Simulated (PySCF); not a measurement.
**Telling isomers of C₈H₁₀Si apart by NMR**

Calculated, not measured (PySCF): GFN2-xTB geometry, GIAO PBE0/pcSseg-1 shieldings. Rapidly exchanging positions averaged, one computed conformer, non-relativistic Hamiltonian, isolated molecule.

Shifts are taken against calculated references (same method and geometry level): TMS for 1H and 13C. Where no couplings were computed, multiplicities follow the n + 1 count of equivalent neighbours, and m marks all less simple cases (inequivalent or close neighbours, rings, F or P nearby). Shifts are as computed. Against solution values, carbons near 30 ppm lie about +3 ppm off and those near 130 ppm about +5 ppm. Of 1211 compounds with measured shifts, 218 miss one by over three times the rms of a fit or turn the order of signals round; such compounds aren't used in these exercises.

(1) Tabulate the signals of `C=C(C#CC)C#C[SiH2]C`, `c1ccc([SiH]2CC2)cc1`, `C#C[Si@H]1CC=CC(=C)C1`, `C#C[Si@@H]1CC(=C)[C@H]1C=C` and their relative energies.

(2) What is the quickest way to tell c1ccc([SiH]2CC2)cc1 from C#C[Si@H]1CC=CC(=C)C1?

(3) What is the quickest way to tell C=C(C#CC)C#C[SiH2]C from c1ccc([SiH]2CC2)cc1?

(4) What is the quickest way to tell C#C[Si@H]1CC=CC(=C)C1 from C#C[Si@@H]1CC(=C)[C@H]1C=C?

Answers

(1) 
```json
{"SMILES": "C=C(C#CC)C#C[SiH2]C", "carbon types": "5×C 1×CH2 2×CH3", "δC": "140.3, 119.8, 113.1, 97.1, 96.6, 83.9, 5.6, -4.8", "δH": "6.11 (m, 1H), 6.09 (m, 1H), 4.55 (q, 2H), 2.18 (s, 3H), 0.32 (t, 3H)", "E rel. (kcal/mol)": "63.6"}
{"SMILES": "c1ccc([SiH]2CC2)cc1", "carbon types": "1×C 5×CH 2×CH2", "δC": "139.3, 137.2, 135.2, 133.2, -0.6", "δH": "7.65 (m, 2H), 7.63 (m, 1H), 7.59 (m, 2H), 3.61 (m, 1H), 0.88 (m, 2H), 0.75 (m, 2H)", "E rel. (kcal/mol)": "0.0"}
{"SMILES": "C#C[Si@H]1CC=CC(=C)C1", "carbon types": "2×C 3×CH 3×CH2", "δC": "148.6, 139.4, 134.6, 121.9, 103.8, 89.6, 23.4, 15.0", "δH": "6.41 (d, 1H), 6.10 (m, 1H), 5.20 (m, 1H), 5.14 (m, 1H), 4.55 (m, 1H), 2.12 (m, 1H), 2.10 (m, 1H), 1.92 (d, 1H), 1.83 (m, 1H), 1.71 (m, 1H)", "E rel. (kcal/mol)": "31.9"}
{"SMILES": "C#C[Si@@H]1CC(=C)[C@H]1C=C", "carbon types": "2×C 3×CH 3×CH2", "δC": "157.6, 148.7, 118.2, 117.3, 106.3, 88.2, 52.0, 25.7", "δH": "6.11 (m, 1H), 5.43 (m, 1H), 5.40 (m, 1H), 5.21 (m, 1H), 5.08 (m, 1H), 4.76 (m, 1H), 3.67 (m, 1H), 2.54 (m, 1H), 2.33 (m, 1H), 2.16 (d, 1H)", "E rel. (kcal/mol)": "60.2"}
```

Energies are electronic energies at PBE0/pcSseg-1 on these geometries, without zero-point or thermal terms, each for the one conformer computed, which needn't be the lowest.

(2) Count the carbon signals: 5 against 8. The first has a three-membered-ring carbon (CH2) at -0.6 ppm, the second a terminal =CH2 carbon at 121.9 ppm. Their most deshielded carbons lie at 139.3 and 148.6 ppm. In the proton spectra the most deshielded non-exchanging signals are 7.65 (m, 2H) and 6.41 (d, 1H).

(3) Count the carbon signals: 8 against 5. The first has a terminal =CH2 carbon at 140.3 ppm, the second an aromatic CH at 139.3 ppm. In the proton spectra the most deshielded non-exchanging signals are 6.11 (m, 1H) and 7.65 (m, 2H).

(4) Both give the same number of carbon signals, with the same numbers of each carbon type, so the positions decide. The first has an alkene CH at 134.6 ppm, the second an allylic sp3 CH bonded to Si at 52.0 ppm. Their most deshielded carbons lie at 148.6 and 157.6 ppm.
